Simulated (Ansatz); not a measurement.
`[SiH3][GeH2][GaH2]` + HCl → `[SiH3][GeH2][Cl]` + `[GaH3]` at 500 K and 1 bar (cleavage of the Ge–Ga bond).

Gas-phase electronic energies from Ansatz, PBE0-D4/def2-TZVP geometries. CBS: MP2 limit from def2 TZ/QZ plus the TZ coupled-cluster correction, frozen cores. This one scheme is used for every species. For Ga, Ge outer-core shells are correlated without core-valence functions, which leaves a few kJ/mol of doubt a bond. Scalar relativity is left out up to krypton.

| species | CCSD(T)/CBS energy (Eh) | H − E (kJ/mol) | S (J/(mol·K)) |
| --- | --- | --- | --- |
| `[SiH3][GeH2][GaH2]` | -4293.32361 | 192.0 | 451.9 |
| HCl | -460.38127 | 32.5 | 201.9 |
| `[SiH3][GeH2][Cl]` | -2828.00643 | 150.6 | 392.7 |
| `[GaH3]` | -1925.70545 | 69.3 | 243.1 |

H − E and S are ideal-gas, rigid-rotor, harmonic terms from PBE0-D4/def2-TZVP. 1 Eh = 2625.50 kJ/mol, R = 8.31446 J/(mol·K).

Task: By hand: ΔE, ΔH, ΔS and ΔG.

Result: ΔE = (-2828.00643) + (-1925.70545) − (-4293.32361) − (-460.38127) = -0.00700 Eh = -18.4 kJ/mol. Δ(H − E) = 150.6 + 69.3 − 192.0 − 32.5 = -4.6, so ΔH = -23.0 kJ/mol. ΔS = 392.7 + 243.1 − 451.9 − 201.9 = -18.0 J/(mol·K). ΔG = -23.0 − 500 × (-18.0)/1000 = -14.0 kJ/mol.

Task: By hand: the equilibrium constant, and the temperature at which ΔG would vanish if ΔH and ΔS stayed fixed.

Result: log₁₀ K = −ΔG/(RT ln 10) = 1.5. ΔG = 0 at ΔH/ΔS = 1278 K, though so small a ΔS makes that figure unsure.

TΔS isn't small against ΔH here. A doubt of 5 kJ/mol in ΔE shifts log₁₀ K by 0.5 here. These are equilibria of isolated gas molecules and say nothing of rates. Largest T1 diagnostic: 0.013 (customary marks: 0.02 for closed shells, 0.045 for open ones).
